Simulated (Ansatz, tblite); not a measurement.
Cost and result up the ladder for N-butylpyridinium iodide, `CCCC[n+]1ccccc1.[I-]` (25 atoms). Charge 0, multiplicity 1. Geometry: PBE0-D4/def2-SVP.

```tsv
atom	x (Å)	y (Å)	z (Å)
C1	-2.4838	2.3032	1.7948
C2	-2.2917	0.9010	1.2386
C3	-0.8643	0.6442	0.7758
C4	-0.6881	-0.7708	0.2438
N5	0.6179	-0.9912	-0.3807
C6	0.6974	-1.1362	-1.7302
C7	1.9553	-1.4145	-2.3114
C8	3.0901	-1.3700	-1.5447
C9	2.9857	-1.0565	-0.1668
C10	1.7440	-0.8753	0.3749
H11	-1.8344	2.4805	2.6674
H12	-3.5239	2.4696	2.1131
H13	-2.2376	3.0639	1.0376
H14	-2.5806	0.1531	2.0001
H15	-2.9750	0.7478	0.3849
H16	-0.1670	0.8210	1.6138
H17	-0.5942	1.3477	-0.0298
H18	-0.8196	-1.5202	1.0420
H19	-1.4448	-0.9722	-0.5267
H20	-0.2311	-1.3665	-2.2451
H21	1.9883	-1.6211	-3.3814
H22	4.0666	-1.5683	-1.9910
H23	3.8671	-0.9795	0.4700
H24	1.5876	-0.6594	1.4323
I25	0.1364	1.3695	-2.8813
```

Ansatz on 4 threads of Arm Neoverse V2 on a shared host; xTB runs through tblite on one thread. Times are rough, summed over both states, and most runs start from the orbitals of an earlier one. PBE0-D4/def2-TZVP serves as the yardstick here, not as an exact answer. The other state is a triplet.

In the def2 sets I takes a core potential; there is no spin–orbit coupling. The xTB rows come from tblite.

xTB has no spin-polarisation term.

```json
{"level": "GFN2-xTB", "functions": "63", "wall time": "0.029 s"}
{"level": "GFN1-xTB", "functions": "77", "wall time": "0.041 s"}
{"level": "PBE-D4/def2-TZVP", "functions": "444", "wall time": "32 s"}
{"level": "PBE0-D4/def2-TZVP", "functions": "444", "wall time": "91 s"}
```

Problem. Estimate what each level gives for the vertical triplet (eV).

Solution. 
| level | vertical triplet (eV) | difference from PBE0-D4/def2-TZVP (eV) |
| --- | --- | --- |
| GFN2-xTB | 2.28 | 0.14 |
| GFN1-xTB | 1.77 | -0.37 |
| PBE-D4/def2-TZVP | 2.20 | 0.06 |
| PBE0-D4/def2-TZVP | 2.14 | 0.00 |
